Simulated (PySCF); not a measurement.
Running PySCF for SrCl

The script input.py:

```python
from pyscf import gto, dft

mol = gto.M(
    atom='Sr 0 0 0; Cl 0 0 2.243',
    basis='ano-rcc-vdzp',
    charge=0,
    spin=1,
    verbose=3,
)
mf = dft.UKS(mol, xc='mn15l')
mf = mf.sfx2c1e()
mf.kernel()
mf.analyze()
print('orbital energies (hartree):', [e[max(0, n-3):n+3].round(4) for e, n in zip(mf.mo_energy, mol.nelec)])
```

```bash
$ OMP_NUM_THREADS=1 python input.py
```

Output (some set-up lines and the per-cycle HOMO/LUMO lines with their warnings removed):

```
converged SCF energy = -3642.69456434224  <S^2> = 0.75029658  2S+1 = 2.0002966
**** MO energy ****
                             alpha | beta                alpha | beta
[17 lines left out]
MO #18  energy= -4.79359929404858  | -4.79288629066736  occ= 1 | 1
MO #19  energy= -4.79279119707524  | -4.79195388207759  occ= 1 | 1
MO #20  energy= -1.56481436849398  | -1.56043949400429  occ= 1 | 1
MO #21  energy= -0.913262575415932 | -0.908935622874273 occ= 1 | 1
MO #22  energy= -0.883014364379223 | -0.878637649797784 occ= 1 | 1
MO #23  energy= -0.883014364361257 | -0.878637649780774 occ= 1 | 1
MO #24  energy= -0.720771775582485 | -0.718535866991737 occ= 1 | 1
MO #25  energy= -0.284307502954668 | -0.284230029729847 occ= 1 | 1
MO #26  energy= -0.284307502909542 | -0.284230029684366 occ= 1 | 1
MO #27  energy= -0.282800695099285 | -0.281319122589027 occ= 1 | 1
MO #28  energy= -0.116251172189443 | -0.097807280559391 occ= 1 | 0
MO #29  energy= -0.0454624390086366 | -0.0276910003037757 occ= 0 | 0
MO #30  energy= -0.0454624389934535 | -0.0276910002810088 occ= 0 | 0
MO #31  energy= -0.0213099697107906 | -0.0197172374264249 occ= 0 | 0
[18 lines left out]

To work with the spin densities directly, `use mulliken_meta_spin()` only printing them here.

 ** Mulliken spin pop alpha/beta on meta-lowdin orthogonal AOs **
 ** Mulliken Spin Density (per atom)  **
spin density of  0 Sr =      0.95123
spin density of  1 Cl =      0.04877
 ** Mulliken pop alpha/beta on meta-lowdin orthogonal AOs **
 ** Mulliken atomic charges   ( Nelec_alpha | Nelec_beta ) **
charge of  0Sr =      0.87308  (    19.03907     18.08784 )
charge of  1Cl =     -0.87308  (     8.96093      8.91216 )
Dipole moment(X, Y, Z, Debye): -0.00000,  0.00000, -3.99901
orbital energies (hartree): [array([-0.2843, -0.2828, -0.1163, -0.0455, -0.0455, -0.0213]), array([-0.2842, -0.2842, -0.2813, -0.0978, -0.0277, -0.0277])]
```

In short: E(SCF) = -3642.694564 Eh, ⟨S²⟩ = 0.750, μz(SCF) = -4.00 D.

Hardware: Intel Xeon 6975P-C, 1 thread, shared host. Wall time 7.8 s, peak memory 0.23 GiB.

The bond length is a typed value, not an optimised one. No search for the lowest solution was made.
